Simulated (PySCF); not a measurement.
The numbers below are computed, except where a source is named.
## Si3BH4ClOF3

The system: Si3BH4ClOF3, a small molecule (built as: Si site whose three back bonds go to Cl, OSiF3, BHSiH3); neutral, doublet. The structure, one conformer, was relaxed in the gas phase by PBE0-D3(BJ)/def2-SVP. No frequency run checks that it is a minimum.

SMILES: F[Si](F)(F)O[Si](Cl)B[SiH3]

Coordinates in Å:
```
Si1    -0.965    1.354    0.480
Cl2    -2.118    3.032    0.487
O3     -0.568    1.088   -1.095
Si4     0.063    0.254   -2.332
F5      1.650    0.355   -2.322
F6     -0.366   -1.275   -2.253
F7     -0.473    0.854   -3.703
B8     -0.408    0.267    1.921
Si9     0.766   -1.306    1.532
H10    -0.818    0.579    3.011
H11    -0.024   -2.579    1.569
H12     1.399   -1.216    0.176
H13     1.872   -1.423    2.535
```

EPR values by unrestricted B3LYP, IGLO-III on B Cl F O Si, pcH-1 on H.

Predict g and the largest hyperfine couplings. Where does the spin sit?

g = 2.0015, 2.0021, 2.0046. The spin sits on Si1 (54 %, bonded to 1 B + 1 Cl + 1 O), B8 (44 %, bonded to 2 Si + 1 H) by Mulliken populations.
```csv
atom,isotope,isotropic (MHz),"dipolar, principal values (MHz)"
Si1,29Si,-30.9,"-93.8, 46.0, 47.8"
B8,11B,15.4,"-23.0, -21.8, 44.8"
H11,1H,46.8,"-1.8, -1.0, 2.8"
H10,1H,-28.0,"-11.7, 0.3, 11.3"
Si9,29Si,27.4,"-1.7, -0.4, 2.1"
H13,1H,19.7,"-1.5, -1.2, 2.8"
```

How do the isotropic couplings move with BHandHLYP?

Si1 -30.9 to -51.6 MHz, B8 15.4 to 9.3 MHz, H11 46.8 to 41.2 MHz, H10 -28.0 to -28.0 MHz.
